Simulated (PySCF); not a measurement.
Compound: C₅H₆F₄Si.
Atom-mapped SMILES: `[F:1]/[CH:2]=[C:3]1/[CH2:4][C@@H:5]([C:6]([F:7])([F:8])[F:9])[SiH2:10]1`

NICS = −σ at a ghost point: NICS(0) at the centroid of the ring atoms, NICS(1) 1 Å to either side along the normal of their mean plane, zz for the tensor component along that normal. Level: GIAO PBE0/pcSseg-1 (PySCF, non-relativistic, gas phase) on the GFN2-xTB geometry, one conformer.

Ring bond lengths (Å), with Mayer bond orders in brackets: C3–C4 1.511 (0.98), C4–C5 1.545 (0.97), C5–Si10 1.939 (0.83), Si10–C3 1.892 (0.85).

Give the NICS values of each ring in ppm.

| ring | type | NICS(0) | NICS(1), two faces | NICS(1)zz, two faces | rms pucker (Å) | centre to ring atoms, mean (Å) |
| --- | --- | --- | --- | --- | --- | --- |
| C3–C4–C5–Si10 | 4-membered ring with Si; formal bonds all single | 1.2 | -0.5 / -1.0 | 4.2 / 3.1 | 0.01 | 1.21 |

What do they say, and how far can they be read as aromaticity?

- C3–C4–C5–Si10: mean NICS(1)zz 3.7 ppm, deshielded. C4, C5, Si10 have four or more neighbours; no verdict on aromaticity is drawn.

At the second NICS(1) probe listed for ring C3–C4–C5–Si10, 1 Å off the ring, how large is the induced field along the normal in 1 T applied along it?

NICSzz × B0 = 3.1 ppm × 1 T = 3 μT, along the applied field.

List the ring angles and the Hirshfeld charges of the ring atoms.

- C3–C4–C5–Si10: C3 95.1° (-0.126 e), C4 98.5° (-0.073 e), C5 92.1° (-0.140 e), Si10 74.3° (+0.350 e); sum 360.0° against 360° for a flat convex ring.

How shielded are the nuclei of the rings and their hydrogens (means over atoms taken as equivalent)?

```csv
atoms,environment,σ isotropic (ppm),"principal values of the symmetric part, first atom (ppm)"
C3,fully substituted alkene carbon,68.7,"-24.4, 86.6, 143.8"
C4,allylic carbon,159.0,"144.7, 158.8, 173.3"
C5,sp3 carbon bound to silicon,157.1,"141.5, 157.4, 172.3"
Si10,SiH2 silicon,392.1,"362.6, 379.1, 434.8"
H on C4,methylene hydrogen,28.58,"24.4, 29.1, 32.3"
H on C4,methylene hydrogen,28.63,"24.1, 27.5, 34.3"
H on C5,methine hydrogen,29.28,"25.4, 28.8, 33.6"
H on Si10,Si–H hydrogen,26.54,"23.5, 24.4, 31.7"
H on Si10,Si–H hydrogen,26.43,"23.2, 25.5, 30.6"
```

Shape of the structure used: `[F:1]/[CH:2]=[C:3]1/[CH2:4][C@@H:5]([C:6]([F:7])([F:8])[F:9])[SiH2:10]1`: C4–C5–C6–F7 -65°.
